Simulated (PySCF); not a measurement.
# Dipole moment and polarisability of `O=CC(=O)[Si@@H](F)[SiH2]O`

C2H5FO3Si2.
Cartesian coordinates in Å at the GFN2-xTB level; atoms count from 1:
```
atom  x, y, z in Å
O1     0.595    1.999   -0.116
C2     1.555    1.266   -0.242
C3     1.486   -0.128   -0.707
O4     1.966   -0.617   -1.699
Si5    0.306   -1.165    0.456
F6     0.750   -0.703    1.949
Si7   -1.873   -0.464    0.042
O8    -1.860    0.905   -0.804
H9     2.542    1.541    0.177
H10    0.846   -2.514    0.389
H11   -2.557   -0.290    1.328
H12   -2.578   -1.412   -0.815
H13   -1.181    1.581   -0.669
```

Level: PBE0/def2-SVPD (PySCF), static field, nuclei fixed, core orbitals frozen in the response. The polarisability tensor in these axes (au):

```
x   99.94  1.11 -6.71
y    1.11 84.99 -0.57
z   -6.71 -0.57 74.19
```

Q: Give the principal values, the mean and the anisotropy Δα = √{½[(α1 − α2)² + (α2 − α3)² + (α1 − α3)²]}.

A: Principal values 72.54, 84.91 and 101.67 au; mean 86.37 au = 12.80 Å³ = 14.24 × 10⁻⁴⁰ C²·m²/J; Δα = 25.33 au (29 % of the mean).

Q: What is the dipole moment, and where does it point?

A: (0.78, -0.51, 0.90) D, 1.30 D in size, pointing from the negative to the positive side. Measured along this direction, the outermost atoms are O8 at the negative end and F6 at the positive end.

Q: Orientational against electronic polarisability at 298 K (dilute gas, rigid molecules)?

A: In Gaussian units μ²/3kT = 13.64 Å³ against 12.80 Å³, a ratio of 1.07; the Debye molar polarisation (4π/3)N_A(α + μ²/3kT) is 66.7 cm³/mol, leaving out the vibrational part.

Q: Sum over states: ᾱ = Σ f/ω², ω in Eh. What share falls to these 8 lowest TDDFT singlets (eV, f)? 2.40, 0.0084; 3.91, 0.0061; 4.26, 0.0235; 4.77, 0.0042; 5.07, 0.0020; 5.25, 0.0051; 5.69, 0.0419; 5.94, 0.0262.

A: They add up to 4.18 au, 4.8 % of the 86.37 au; the largest single term is 1.08 au, from the state at 2.40 eV. Terms in order: 1.08, 0.30, 0.96, 0.14, 0.06, 0.14, 0.96, 0.55 au. Higher excitations give the rest. The strengths listed sum to 0.117.

Q: Find the Langevin capture rate constant for NH4+ (18.034 u) meeting this molecule (151.976 u), k = 2.342 × 10⁻⁹ cm³/s × √(α in Å³ / reduced mass in u).

A: The reduced mass is 16.12 u, so k = 2.09 × 10⁻⁹ cm³/s. The formula leaves out the permanent dipole, which adds to the capture rate.

Q: Rayleigh depolarisation ratio (linearly polarised light, static tensor)?

A: ρ = 3Δα²/(45ᾱ² + 4Δα²) = 1924.1/(335728 + 2565.5) = 0.00569.

Q: Traceless (Buckingham) quadrupole moment about the centre of nuclear charge: eigenvalues?

A: -8.51, -4.37, 12.88 D·Å. The values depend on the origin, since the dipole doesn't vanish. The electronic extent ⟨r²⟩ about the same centre is 1314 bohr², a root-mean-square distance of 2.17 Å for the 78 electrons.

Isolated species at its GFN2-xTB geometry (one conformer only).
